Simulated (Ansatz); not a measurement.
Geometry optimisation of C2H6KN, SMILES `C[N](C)[K]`.

```yaml
crystal:
  periodic: [false, false, false]
  atoms:
    - {symbol: C, position_ang: [-0.049983, 1.149666, -0.298879]}
    - {symbol: N, position_ang: [-0.545460, -0.164182, -0.019051]}
    - {symbol: C, position_ang: [0.544451, -1.013432, 0.356107]}
    - {symbol: K, position_ang: [-2.851621, -0.880235, -0.320615]}
    - {symbol: H, position_ang: [0.714480, 1.203269, -1.135606]}
    - {symbol: H, position_ang: [-0.869840, 1.851482, -0.592896]}
    - {symbol: H, position_ang: [0.475346, 1.641088, 0.578977]}
    - {symbol: H, position_ang: [0.203255, -2.052549, 0.589391]}
    - {symbol: H, position_ang: [1.107928, -0.660816, 1.276047]}
    - {symbol: H, position_ang: [1.354542, -1.125491, -0.430374]}
basis:
  gaussian: {orbitals: def2-TZVP}
hamiltonian: {xc: pbe0, dispersion: d4}
relax: {f_tol: 0.005, max_steps: 150}
```

```sh
$ ansatz run in.yaml --threads 2 --pin off --events-out ev --progress --plain
```

Output, abridged:

```
Functional definition: PBE0
mean field -19978.02901002 eV, -734.1790245238 hartree, gradient 5.1e-5 eV, S^2 0.000000; 0 other end points of the search recorded, 0 dependent functions left out
relax step   1: F+E_penalty+E_count = -19978.17460775 eV  Δ(F+E_penalty+E_count) = +0.000e0 eV  max|allowed force component| = 5.002e-1 eV/Å  Δτ_max = 0.0000 Å  (32 SCF iters, accepted)
mean field -19978.06257030 eV, -734.1802578414 hartree, gradient 8.9e-6 eV, S^2 0.000000; 0 other end points of the search recorded, 0 dependent functions left out
relax step   2: F+E_penalty+E_count = -19978.20907951 eV  Δ(F+E_penalty+E_count) = -3.447e-2 eV  max|allowed force component| = 2.023e-1 eV/Å  Δτ_max = 0.0459 Å  (34 SCF iters, accepted)
mean field -19978.06661959 eV, -734.1804066499 hartree, gradient 1.7e-5 eV, S^2 0.000000; 0 other end points of the search recorded, 0 dependent functions left out
relax step   3: F+E_penalty+E_count = -19978.21289674 eV  Δ(F+E_penalty+E_count) = -3.817e-3 eV  max|allowed force component| = 2.244e-1 eV/Å  Δτ_max = 0.0313 Å  (33 SCF iters, accepted)
mean field -19978.06808508 eV, -734.1804605057 hartree, gradient 1.0e-5 eV, S^2 0.000000; 0 other end points of the search recorded, 0 dependent functions left out
relax step   4: F+E_penalty+E_count = -19978.21439769 eV  Δ(F+E_penalty+E_count) = -1.501e-3 eV  max|allowed force component| = 1.746e-2 eV/Å  Δτ_max = 0.0130 Å  (34 SCF iters, accepted)
mean field -19978.06818639 eV, -734.1804642289 hartree, gradient 9.3e-6 eV, S^2 0.000000; 0 other end points of the search recorded, 0 dependent functions left out
relax step   5: F+E_penalty+E_count = -19978.21448631 eV  Δ(F+E_penalty+E_count) = -8.863e-5 eV  max|allowed force component| = 5.217e-3 eV/Å  Δτ_max = 0.0081 Å  (35 SCF iters, accepted)
mean field -19978.06819020 eV, -734.1804643688 hartree, gradient 9.0e-6 eV, S^2 0.000000; 0 other end points of the search recorded, 0 dependent functions left out
relax step   6: F+E_penalty+E_count = -19978.21449458 eV  Δ(F+E_penalty+E_count) = -8.263e-6 eV  max|allowed force component| = 9.953e-4 eV/Å  Δτ_max = 0.0026 Å  (35 SCF iters, accepted)
mean field -19978.06819020 eV, -734.1804643688 hartree, gradient 9.0e-6 eV, S^2 0.000000; 1 other end points of the search recorded, 0 dependent functions left out
Total energy: -19978.21453448 eV, -734.1858424220 hartree
Atom 0 at    -0.042728     1.141516    -0.301912 Å, force     0.000041    -0.000441     0.000129 eV/Å
Atom 1 at    -0.539723    -0.171679    -0.049784 Å, force     0.000995     0.000287     0.000031 eV/Å
Atom 2 at     0.547116    -1.005530     0.348282 Å, force    -0.000219     0.000407    -0.000139 eV/Å
Atom 3 at    -2.838134    -0.860751    -0.265715 Å, force    -0.000180     0.000013     0.000248 eV/Å
Atom 4 at     0.727950     1.184695    -1.105726 Å, force    -0.000112    -0.000168    -0.000283 eV/Å
Atom 5 at    -0.847395     1.826024    -0.613124 Å, force     0.000215     0.000277    -0.000241 eV/Å
Atom 6 at     0.442625     1.616505     0.581679 Å, force    -0.000508     0.000068     0.000300 eV/Å
Atom 7 at     0.213053    -2.034129     0.555842 Å, force     0.000348    -0.000224    -0.000086 eV/Å
Atom 8 at     1.067315    -0.657338     1.270267 Å, force    -0.000460    -0.000130     0.000352 eV/Å
Atom 9 at     1.353019    -1.090512    -0.416708 Å, force    -0.000122    -0.000089    -0.000310 eV/Å
Dipole moment:    -1.783114    -0.534905    -0.167339 e Å
```

It took 25 s on 2 threads of a server CPU on a shared host, with 0.39 GiB of host memory at the peak.
